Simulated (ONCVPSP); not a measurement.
**Before and after: ONCV potential for chlorine**

```json
{"Element": "Cl", "Generator": "ONCVPSP 4.0.1", "Type": "optimised norm-conserving Vanderbilt (ONCV)", "Functional": "LDA (Perdew-Zunger)", "Relativity": "scalar-relativistic", "Frozen core": "[Ne]", "Valence charge": "7", "Reference configuration": "3s2 3p4.75 (charge +0.25)", "Partial waves": "3s: rc 1.15 bohr, ncon 4, nbas 8, qcut 6.2 1/bohr, 2 projectors, debl 3.1 Ha; 3p: rc 1.40 bohr, ncon 4, nbas 8, qcut 6.1 1/bohr, 2 projectors, debl 1 Ha; d scattering state at 0.14 Ha: rc 1.45 bohr, ncon 4, nbas 7, qcut 7.6 1/bohr, 2 projectors, debl 0.4 Ha", "Local potential": "polynomial inside 0.90 bohr (lpopt 5, dvloc0 0 Ha)", "Core correction": "Teter function, fcfact 4.25, rcfact 1.35"}
```

All-electron outer shells of the reference configuration (LDA (Perdew-Zunger), scalar-relativistic, ld1.x):

```tsv
shell	level (eV)	outermost node (bohr)	outermost maximum (bohr)
2s	-254.70	0.12	0.36
2p	-194.61	–	0.30
3s	-23.38	0.56	1.27
3p	-11.25	0.53	1.41
```

Change: s: rc 1.56.

Cutoffs: the cutoffs (Ha) at which the residual kinetic energy of the hardest occupied pseudo-wave falls to 1 and 0.1 mHa per electron; they do not see the model core or the augmentation charge, which bear on the density cutoff. Errors are all-electron minus pseudo energies relative to the spin-unpolarised reference configuration.

Problem. What does the change do?

Solution. The potential gets softer (16 Ha and 45 Ha → 15 Ha and 19 Ha); of the 4 tests that both files solve, the error grows in 0 and shrinks in 1 by more than 15 % and 0.3 meV (median size 0.7 → 0.3 meV); neither file shows a bound ghost. A larger radius leaves more room for a smooth pseudo-wave, so fewer plane waves are needed.

```csv
quantity,base,changed
"cutoff, loose",16 Ha,15 Ha
"cutoff, tight",45 Ha,19 Ha
loose cutoff by channel,"s 16 Ha, p 8.5 Ha","s 15 Ha, p 8.5 Ha"
bound ghosts,none,none
GHOST(+) flags under 300 eV,s at 145.2 eV,s at 176.3 eV
"error for 3s2 3p5, meV [ΔE -2.49 eV]",+0.3,+0.3
"error for 3s2 3p4, meV [ΔE 11.48 eV]",+0.2,+0.3
"error for 3s2 3p3, meV [ΔE 37.01 eV]",+9.6,+11
"error for 3s1 3p6, meV [ΔE 9.56 eV]",+1.2,-0.1
p: phases at 1.42 bohr within 0.05 rad from the reference energy up to (Ha; the scan ends near 5),to the end of the scan,to the end of the scan
d: phases at 1.47 bohr within 0.05 rad from the reference energy up to (Ha; the scan ends near 5),to the end of the scan,to the end of the scan
"rms error of d²Exc/dni dnj with the model core, mHa",0.86,0.78
```
